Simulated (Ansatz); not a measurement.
The cluster Si₄Se₄⁺, relaxed as a doublet with UKS PBE-D4/def2-SVP in Ansatz, starting from the GFN1-xTB geometry. Force threshold 0.03 eV/Å.

Another isomer (doublet) lies 0.73 eV lower at PBE0-D4/def2-TZVP; other spin states weren't run for this one.

Start:

| atom | x (Å) | y (Å) | z (Å) |
| --- | --- | --- | --- |
| Si1 | 1.497 | -2.396 | 0.340 |
| Si2 | 1.211 | 1.900 | -0.279 |
| Si3 | -2.616 | -2.018 | 0.352 |
| Si4 | -1.212 | 1.973 | -0.367 |
| Se5 | 2.428 | 3.565 | -0.496 |
| Se6 | -2.467 | 0.230 | -0.013 |
| Se7 | -0.647 | -3.019 | 0.472 |
| Se8 | 1.805 | -0.235 | -0.009 |

```csv
step,energy (eV),largest force component (eV/Å),SCF passes
1,-292807.2595,1.277,28
2,-292807.7013,0.482,35
3,-292807.7881,0.277,35
4,-292807.8329,0.228,35
5,-292807.8659,0.213,34
6,-292807.9539,0.378,33
7,-292808.0541,0.547,32
8,-292808.1531,0.379,33
9,-292808.2488,0.330,34
10,-292808.3517,0.435,32
11,-292808.4731,0.533,31
13,-292808.7260,0.136,31
15,-292808.7895,0.318,32
17,-292808.9784,0.510,31
19,-292809.5095,0.439,31
21,-292809.6009,0.134,30
23,-292809.6362,0.177,30
25,-292809.6677,0.106,31
27,-292809.7254,0.299,30
29,-292809.8279,0.239,31
31,-292809.8552,0.136,25
33,-292809.8608,0.034,26
34,-292809.8611,0.017,25
```

Force components are those of the run's own axes.

End:

Cartesian coordinates in Å:
```
Si 1.673 -2.553 -0.189
Si 0.904 0.475 -0.124
Si -2.416 -1.239 0.526
Si -0.744 1.780 -0.991
Se 0.607 2.567 0.785
Se -2.820 0.822 -0.318
Se 0.028 -1.234 1.199
Se 2.767 -0.619 -0.889
```

Bonds formed: Si2–Se7, Si4–Se5 (atoms count from 1).

No frequencies were taken in this run, so the end may be a saddle point.

Run time 5.1 min (4 threads of Arm Neoverse N1 on a shared host).
